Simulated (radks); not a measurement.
Values are calculated unless marked as measured or tabulated.
Neutral hafnium inside a hard spherical wall (all orbitals vanish at R), configuration held at [Xe] 4f14 5d2 6s2 and not refilled when levels cross. Level of theory: scalar-relativistic Kohn-Sham, PBE, spin-polarised, spherical densities, finite nucleus; open shells are filled with parallel spins first (spin-orbit coupling, left out, can overturn this in heavy ions); Fermi nuclear charge, rms radius 5.347 fm (a radial shooting solver on a logarithmic mesh with Libxc functionals). Eigenvalues in eV for spin up, with the zero of energy where the potential of the charges vanishes at infinity; a dash marks a level that is unbound or too diffuse for the functional's potential to be trusted. A positive occupied level is held by the wall or, in an anion where self-interaction has pushed it up, behind a barrier. The pressure on the wall is -dE/dV.

| R (bohr) | E (hartree) | kinetic (hartree) | e(5p) | e(4f) | e(6s) | e(5d) | e(6p, empty) | e(7s, empty) | pressure (GPa) |
|---|---|---|---|---|---|---|---|---|---|
| free | -15076.1807 | 16513.207 | -35.836 | -16.745 | -5.427 | -3.095 | -1.559 | - | 0 |
| 20 | -15076.1807 | 16513.207 | -35.836 | -16.745 | -5.427 | -3.095 | -1.559 | - | < 0.0001 |
| 15 | -15076.1807 | 16513.207 | -35.835 | -16.745 | -5.426 | -3.094 | -1.554 | 0.154 | < 0.0001 |
| 10 | -15076.1797 | 16513.216 | -35.757 | -16.665 | -5.370 | -3.026 | -1.381 | 1.746 | 0.0247 |
| 7 | -15076.1557 | 16513.373 | -34.897 | -15.780 | -4.674 | -2.277 | -0.033 | 7.700 | 1.29 |
| 6 | -15076.1069 | 16513.626 | -33.846 | -14.680 | -3.657 | -1.331 | 1.677 | 13.583 | 5.23 |
| 3 | -15073.3299 | 16524.031 | -18.484 | 2.909 | 30.016 | 17.696 | 48.084 | 127.41 | 1150 |
| 1.5 | -15013.8997 | 16715.695 | 118.74 | 117.44 | 416.88 | 194.02 | 477.09 | 938.09 | 180000 |
